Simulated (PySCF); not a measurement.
# In(27+): ionisation energy

In(27+) [Ar] 3d4 [3d3/2^4, M_J = 0] → In(28+) [Ar] 3d3 [3d3/2^3, M_J = 3/2], as a difference of total energies. Calculation: PySCF 2.14, in an even-tempered Gaussian basis (16 s from 4 bohr⁻², ratio 2.8; 12 p from 5.2 bohr⁻², ratio 2.8; 8 d from 5.2 bohr⁻², ratio 2.8; 3 f from 18 bohr⁻², ratio 3); the two-component X2C-1e Hamiltonian. Correlated levels: [Ne] frozen; the 74 highest virtual spinors dropped. "Screened" scales the spin-orbit matrix elements by Boettger's factors to mimic the two-electron term; Breit and QED terms are absent.

```tsv
method	ionisation energy (eV)
GHF (spin-free)	1495.3
GMP2 (spin-free)	1495.5
GHF (screened spin-orbit)	1494.9
GMP2 (screened spin-orbit)	1495.6
```

Breit and QED terms and the two-electron picture change are absent.

The spin-free rows relax to the high-spin LS determinant and lack the spin-orbit shift.

The labels give the starting determinants; with spin-orbit coupling the two ends relaxed to ⟨J²⟩ = 1.07, ⟨L²⟩ = 3.91, ⟨S²⟩ = 3.90 and ⟨J²⟩ = 4.64, ⟨L²⟩ = 10.43, ⟨S²⟩ = 3.00.

The determinant of In(27+) and of In(28+) mixes levels of different J (the jj label is only the starting occupation), so the difference between spin-free and spin-orbit rows is not the physical spin-orbit shift.

For comparison: 1496 ± 4 eV (theoretical estimate listed by NIST; NIST Atomic Spectra Database, ionization energies).
